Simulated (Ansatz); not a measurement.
Cost and result for the atomization energy of hexamethyldisiloxane, C$_{6}$H$_{18}$OSi$_{2}$ (27 atoms, 26 bonds).

```xyz
27

C     2.111    1.478    0.545
Si    0.242    1.476    0.525
C    -0.378    2.388   -0.985
C    -0.423    2.265    2.078
O    -0.302   -0.070    0.492
Si   -0.387   -1.510   -0.288
C    -1.268   -1.282   -1.921
C    -1.343   -2.679    0.806
C     1.340   -2.162   -0.585
H     2.519    1.025   -0.363
H     2.501    2.497    0.612
H     2.494    0.916    1.400
H     0.015    1.947   -1.905
H    -1.470    2.359   -1.039
H    -0.071    3.437   -0.962
H    -1.516    2.255    2.082
H    -0.080    1.726    2.964
H    -0.096    3.305    2.167
H    -2.268   -0.866   -1.771
H    -1.378   -2.236   -2.444
H    -0.718   -0.603   -2.578
H    -2.348   -2.295    0.999
H    -0.842   -2.806    1.769
H    -1.441   -3.665    0.344
H     1.888   -2.259    0.356
H     1.910   -1.495   -1.238
H     1.310   -3.147   -1.060
```

Charge 0, multiplicity 1. All single points use the PBE0-D4/def2-TZVP geometry. It is one conformer, not always the lowest. Program: Ansatz. All runs use 4 threads of an AMD EPYC 7R13 on a shared host and a share of an NVIDIA H100 80 GB. Times are those of one run each, without the atoms' runs, and a repeat can differ threefold. Electronic energies, without spin–orbit coupling; frozen cores. CCSD(T)/CBS adds CCSD(T) − MP2 in def2-TZVPP to the MP2 limit, and its time is that of the two runs behind it. T1 = 0.010. B3LYP takes the VWN-RPA correlation (the form of Gaussian; ORCA's B3LYP/G). HSE06 is the plane-wave form, built on full-range PBE exchange.

CCSD(T)/CBS is a level of theory with its own doubt, some kJ/mol a heavy atom from the limit and from the frozen cores, so smaller differences don't rank the functionals.

| level | functions | wall time | atomization (kJ/mol) | difference from CCSD(T)/CBS | per bond |
| --- | --- | --- | --- | --- | --- |
| PBE-D4/def2-TZVPP (with forces) | 553 | 4.5 s | 10697.6 | 86.4 | 3.3 |
| revPBE-D4/def2-TZVPP | 553 | 4.8 s | 10496.1 | -115.1 | -4.4 |
| B2PLYP/def2-TZVPP | 553 | 4.9 s | 10487.9 | -123.3 | -4.7 |
| BLYP-D4/def2-TZVPP | 553 | 5 s | 10523.6 | -87.6 | -3.4 |
| r2SCAN-D4/def2-TZVPP (with forces) | 553 | 5 s | 10630.8 | 19.6 | 0.8 |
| PBE-QIDH/def2-TZVPP | 553 | 5.5 s | 10562.0 | -49.2 | -1.9 |
| HSE06-D4/def2-TZVPP | 553 | 5.5 s | 10618.8 | 7.6 | 0.3 |
| ωB97X-V/def2-TZVPP | 553 | 6 s | 10626.3 | 15.1 | 0.6 |
| CCSD(T)/def2-SVP | 224 | 7 s | 10063.5 | -547.7 | -21.1 |
| B3LYP-D4/def2-TZVPP (with forces) | 553 | 8.5 s | 10605.4 | -5.8 | -0.2 |
| MP2/def2-QZVPP | 1079 | 16 s | 10603.1 | -8.1 | -0.3 |
| CCSD(T)/def2-TZVPP | 553 | 100 s | 10376.9 | -234.3 | -9.0 |
| CCSD(T)/CBS(def2) | – | 120 s | 10611.2 | 0.0 | 0.0 |

From PBE to PBE0 (25 % exact exchange), in def2-TZVPP and without D4, the atomization energy moves by −74.5 kJ/mol: exact exchange takes away binding that semilocal exchange gives to molecules. In def2-TZVPP, CCSD(T) changes the Hartree–Fock value by +2274.3 kJ/mol (the triples alone add +113.2 kJ/mol) and MP2 by +2361.6 kJ/mol; breaking electron pairs costs correlation energy, which Hartree–Fock lacks. Leaving LDA and LC-ωPBE aside and taking each functional with its dispersion term where it has one, the values, not all of them listed here, spread over 278.6 kJ/mol, from BHLYP-D4 to PBE-D4. LDA lies +1243.8 kJ/mol from PBE without D4, its usual overbinding.
